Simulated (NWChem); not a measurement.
System: C₃HClF₂; SMILES FC=C=C(F)Cl

Output (shortened):

```
             Northwest Computational Chemistry Package (NWChem) 7.3.0
             --------------------------------------------------------

                             Geometry "geometry" -> ""
                             -------------------------

 Output coordinates in angstroms (scale by  1.889725989 to convert to a.u.)

  No.       Tag          Charge          X              Y              Z
 ---- ---------------- ---------- -------------- -------------- --------------
    1 F                    9.0000     0.30901100    -2.88033900    -0.44322600
    2 C                    6.0000     0.07561000    -1.95152000     0.49987900
    3 C                    6.0000    -0.16892200    -0.68448000     0.23385000
    4 C                    6.0000    -0.39466700     0.59610400     0.03332400
    5 F                    9.0000    -1.60932600     1.12544700    -0.13689800
    6 Cl                  17.0000     0.84981500     1.80409900    -0.04421800
    7 H                    1.0000     0.11192100    -2.37945100     1.51897100

 Effective nuclear repulsion energy (a.u.)     253.3900552077

                                 NWChem DFT Module
                                 -----------------

 Summary of "ao basis" -> "ao basis" (spherical)
 ------------------------------------------------------------------------------
       Tag                 Description            Shells   Functions and Types
 ---------------- ------------------------------  ------  ---------------------
 F                          def2-svp                 6       14   3s2p1d
 C                          def2-svp                 6       14   3s2p1d
 Cl                         def2-svp                 8       18   4s3p1d
 H                          def2-svp                 3        5   2s1p

 in cosmo_initialize ...
 calling solv_data for solv:ether

 solvent parameters
 solvname_short: ether
 solvname_long:  diethyl ether
 dielec:        4.2400
 dielecinf:     1.8295
 nonaqueous SMD model solvent descriptors
 dielec:        4.2400
 sola:          0.0000
 solb:          0.4100
 solc:          0.0000
 solg:         23.9600
 solh:          0.0000
 soln:          1.3526

          ---------------
          -cosmo- solvent
          ---------------
 Cosmo: York-Karplus, doi: 10.1021/jp992097l
 dielectric constant -eps-     =   4.24
 screen = (eps-1)/(eps    )    =   0.76415
 surface charge correction     = lagrangian

   van der Waals surface
 --------------------------

 ---------- ATOMIC COORDINATES (A.U.) ------------ VDWR(ANG.) --
     1    0.58394612   -5.44305146   -0.83757569     1.730
     2    0.14288218   -3.68783806    0.94463434     1.850
     3   -0.31921629   -1.29347964    0.44191242     1.850
     4   -0.74581249    1.12647322    0.06297323     1.850
     5   -3.04118517    2.12678644   -0.25869971     1.730
     6    1.60591749    3.40925277   -0.08355990     2.380
     7    0.21150002   -4.49651039    2.87043897     1.200
 number of segments per atom =        128
 number of   points per atom =        128
 atom (   nspa,  nppa )
 ----------------------
    1 (     85,     0 )       0
    2 (     50,     0 )       0
    3 (     52,     0 )       0
    4 (     19,     0 )       0
    5 (     81,     0 )       0
    6 (     97,     0 )       0
    7 (     55,     0 )       0
 number of -cosmo- surface points =      439
 molecular surface =    136.446 angstrom**2
 molecular volume  =    113.344 angstrom**3
 -lineq- algorithm             =   0
 -bem- low  level              =   3
 -bem- from -octahedral-
 gaussian surface charge width =   4.50000
 degree of switching           =   1.00000
 switching function tolerance  =   0.00010
 atomic radii =
 --------------
    1  9.000  1.730
    2  6.000  1.850
    3  6.000  1.850
    4  6.000  1.850
    5  9.000  1.730
    6 17.000  2.380
    7  1.000  1.200
 ...... end of -cosmo- initialization ......

 nat:                     7
 ixmem:                  2814
 calling mnsol_interface()
 G(SMD-CDS) energy (kcal/mol)  =    -0.258
 SMD-CDS SASA (angstrom**2)    =   140.080

            General Information
            -------------------
          SCF calculation type: DFT
          Wavefunction type:  closed shell.
          No. of atoms     :     7
          No. of electrons :    54
           Alpha electrons :    27
            Beta electrons :    27
          Charge           :     0
          Spin multiplicity:     1
          Use of symmetry is: off; symmetry adaption is: off
          Maximum number of iterations: 150
          AO basis - number of functions:    93
                     number of shells:    41
          Convergence on energy requested:  1.00D-06
          Convergence on density requested:  1.00D-05
          Convergence on gradient requested:  5.00D-04

              XC Information
              --------------
                       M06-2X Method XC Functional
                     Hartree-Fock (Exact) Exchange  0.540
                        M06-2X Exchange Functional  1.000
                      M06-2X Correlation Potential  1.000

             Grid Information
             ----------------
          Grid used for XC integration:  medium
          Radial quadrature: Mura-Knowles
          Angular quadrature: Lebedev.
          Tag              B.-S. Rad. Rad. Pts. Rad. Cut. Ang. Pts.
          ---              ---------- --------- --------- ---------
          F                   0.50       49          11.0       434
          C                   0.70       49          10.0       434
          Cl                  1.00       88          11.0       590
          H                   0.35       45          11.0       434
          Grid pruning is: on
          Number of quadrature shells:   378
          Spatial weights used:  Erf1

      Superposition of Atomic Density Guess
      -------------------------------------

 Sum of atomic energies:        -771.28225253

      Non-variational initial energy
      ------------------------------

 Total energy =    -773.475854
 1-e energy   =   -1569.312455
 2-e energy   =     542.446546
 HOMO         =      -0.271688
 LUMO         =       0.015117

   convergence    iter        energy       DeltaE   RMS-Dens  Diis-err
 ---------------- ----- ----------------- --------- --------- ---------
     COSMO gas phase
 d= 0,ls=0.0,diis     1   -774.0537210462 -1.03D+03  1.84D-02  1.11D+00
 d= 0,ls=0.0,diis     2   -774.0401825485  1.35D-02  9.54D-03  1.52D+00
 d= 0,ls=0.0,diis     3   -774.1936434456 -1.53D-01  1.46D-03  1.65D-02
 d= 0,ls=0.0,diis     4   -774.1950430230 -1.40D-03  6.73D-04  6.45D-03
 d= 0,ls=0.0,diis     5   -774.1958617135 -8.19D-04  1.77D-04  4.64D-04
  Resetting Diis
 d= 0,ls=0.0,diis     6   -774.1959141255 -5.24D-05  6.49D-05  1.58D-05
 d= 0,ls=0.0,diis     7   -774.1959170527 -2.93D-06  3.44D-05  3.37D-06
 d= 0,ls=0.0,diis     8   -774.1959172219 -1.69D-07  1.54D-05  2.54D-06
 d= 0,ls=0.0,diis     9   -774.1959175754 -3.54D-07  3.53D-06  1.58D-07

   convergence    iter        energy       DeltaE   RMS-Dens  Diis-err
 ---------------- ----- ----------------- --------- --------- ---------
     COSMO solvation phase
 d= 0,ls=0.0,diis     1   -774.1993711287 -3.45D-03  9.11D-04  1.21D-03
 d= 0,ls=0.0,diis     2   -774.1997137914 -3.43D-04  2.17D-04  3.76D-04
 d= 0,ls=0.0,diis     3   -774.1997456493 -3.19D-05  9.51D-05  1.11D-04
 d= 0,ls=0.0,diis     4   -774.1997596021 -1.40D-05  2.87D-05  4.84D-06
 d= 0,ls=0.0,diis     5   -774.1997602144 -6.12D-07  9.61D-06  1.02D-06

         Total DFT energy =     -774.199760214362
      One electron energy =    -1570.668975909478
           Coulomb energy =      608.688594984102
    Exchange-Corr. energy =      -65.581580500627
 Nuclear repulsion energy =      253.390055207707

             COSMO energy =       -0.027853996067

 Numeric. integr. density =       53.999998867219

                                COSMO-SMD solvation results
                                ---------------------------

             internal energy in gas <Psi(g)|H|Psi(g)> =      -774.195917575438
         internal energy in solvent <Psi(s)|H|Psi(s)> =      -774.195462783587
                               delta internal energy  =         0.000454791851 (    0.29 kcal/mol)
   total free energy in solvent <Psi(s)|H+V/2|Psi(s)> =      -774.199348813407
 polarization energy contribution <Psi(s)|V/2|Psi(s)> =        -0.003886029820 (   -2.44 kcal/mol)
    total free energy in solvent including G(SMD-CDS) =      -774.199760214362
                       G(SMD-CDS) energy contribution =        -0.000411400955 (   -0.26 kcal/mol)
     1 M fixed-concentration free energy of solvation =        -0.003842638924 (   -2.41 kcal/mol)

                       DFT Final Molecular Orbital Analysis
                       ------------------------------------

 Vector   25  Occ=2.000000D+00  E=-4.150007D-01
              MO Center=  6.7D-01,  1.5D+00, -2.7D-02, r^2= 2.0D+00
   Bfn.  Coefficient  Atom+Function         Bfn.  Coefficient  Atom+Function
  ----- ------------  ---------------      ----- ------------  ---------------
    81      0.456280  6 Cl px                82     -0.376701  6 Cl py
    78      0.356270  6 Cl px                79     -0.284164  6 Cl py
    75      0.202309  6 Cl px                76     -0.162028  6 Cl py
    60     -0.152851  5 F  px                32      0.115493  3 C  px
    63      0.115380  5 F  px                35      0.091685  3 C  px

 Vector   26  Occ=2.000000D+00  E=-3.487842D-01
              MO Center=  3.8D-02, -1.0D+00,  2.2D-01, r^2= 2.8D+00
   Bfn.  Coefficient  Atom+Function         Bfn.  Coefficient  Atom+Function
  ----- ------------  ---------------      ----- ------------  ---------------
    32      0.400821  3 C  px                18      0.358487  2 C  px
    35      0.283967  3 C  px                 4      0.246175  1 F  px
    82      0.222204  6 Cl py                 7     -0.198047  1 F  px
    21      0.184648  2 C  px                79      0.169769  6 Cl py
    76      0.095337  6 Cl py                33      0.094767  3 C  py

 Vector   27  Occ=2.000000D+00  E=-3.341930D-01
              MO Center= -1.8D-02,  2.2D-01,  1.2D-01, r^2= 2.9D+00
   Bfn.  Coefficient  Atom+Function         Bfn.  Coefficient  Atom+Function
  ----- ------------  ---------------      ----- ------------  ---------------
    34      0.393596  3 C  pz                83     -0.367170  6 Cl pz
    48      0.330210  4 C  pz                37      0.289246  3 C  pz
    80     -0.252967  6 Cl pz                62      0.182048  5 F  pz
    51      0.159933  4 C  pz                65     -0.149174  5 F  pz
    77     -0.143733  6 Cl pz                89     -0.105612  7 H  s

 Vector   28  Occ=0.000000D+00  E= 2.227636D-03
              MO Center= -2.0D-02, -8.3D-01,  2.8D-01, r^2= 3.3D+00
   Bfn.  Coefficient  Atom+Function         Bfn.  Coefficient  Atom+Function
  ----- ------------  ---------------      ----- ------------  ---------------
    21      0.514233  2 C  px                18      0.448549  2 C  px
    35     -0.353059  3 C  px                49     -0.346488  4 C  px
    82     -0.343095  6 Cl py                32     -0.325382  3 C  px
    46     -0.244677  4 C  px                31      0.227979  3 C  s
    45     -0.222007  4 C  s                 74      0.220850  6 Cl s

 Vector   29  Occ=0.000000D+00  E= 1.060174D-02
              MO Center= -1.8D-01, -3.1D-01,  1.6D-01, r^2= 3.0D+00
   Bfn.  Coefficient  Atom+Function         Bfn.  Coefficient  Atom+Function
  ----- ------------  ---------------      ----- ------------  ---------------
    51      0.540761  4 C  pz                48      0.482193  4 C  pz
    37     -0.437221  3 C  pz                34     -0.355224  3 C  pz
    90      0.286592  7 H  s                  3     -0.238436  1 F  s
    83     -0.222384  6 Cl pz                23     -0.214165  2 C  pz
    22     -0.184539  2 C  py                65     -0.174773  5 F  pz

 Vector   30  Occ=0.000000D+00  E= 1.046278D-01
              MO Center=  1.6D-01,  1.1D+00,  2.1D-02, r^2= 2.6D+00
   Bfn.  Coefficient  Atom+Function         Bfn.  Coefficient  Atom+Function
  ----- ------------  ---------------      ----- ------------  ---------------
    45      1.711141  4 C  s                 74     -0.684990  6 Cl s
    81      0.673302  6 Cl px                31     -0.660406  3 C  s
    36     -0.550957  3 C  py                82      0.548289  6 Cl py
    44      0.478732  4 C  s                 47      0.346050  4 C  py
    59     -0.335768  5 F  s                 49      0.301090  4 C  px

     Multipole analysis of the density
     ---------------------------------

     L   x y z        total         alpha         beta         nuclear
     -   - - -        -----         -----         ----         -------
     0   0 0 0     -0.000000    -27.000000    -27.000000     54.000000

     1   1 0 0      0.184356      0.160145      0.160145     -0.135934
     1   0 1 0     -0.294980     -0.390157     -0.390157      0.485335
     1   0 0 1      0.652398      0.185918      0.185918      0.280562

     2   2 0 0    -29.929957    -82.098351    -82.098351    134.266745
     2   1 1 0      0.963823      0.691393      0.691393     -0.418963
     2   1 0 1      0.111363     -0.287514     -0.287514      0.686392
     2   0 2 0    -28.925101   -326.669069   -326.669069    624.413036
     2   0 1 1     -3.194967      1.190967      1.190967     -5.576901
     2   0 0 2    -27.577938    -24.700850    -24.700850     21.823763
```

Level: M06-2X/def2-SVP, SMD on the gas-phase geometry. Coordinates come from a PBE-D3(BJ)/def2-SVP optimisation. Solvent: diethyl ether.

Question: Write an input that gives this output.

Answer: Several could match; the one computed here: the input that was run:
```
start job
memory heap 200 mb stack 900 mb global 1100 mb
geometry units angstroms noautosym nocenter noautoz
  F      0.309011    -2.880339    -0.443226
  C      0.075610    -1.951520     0.499879
  C     -0.168922    -0.684480     0.233850
  C     -0.394667     0.596104     0.033324
  F     -1.609326     1.125447    -0.136898
  Cl     0.849815     1.804099    -0.044218
  H      0.111921    -2.379451     1.518971
end
basis spherical
  * library def2-svp
end
dft
  xc m06-2x
  iterations 150
end
cosmo
  do_cosmo_smd true
  solvent ether
end
task dft energy
```
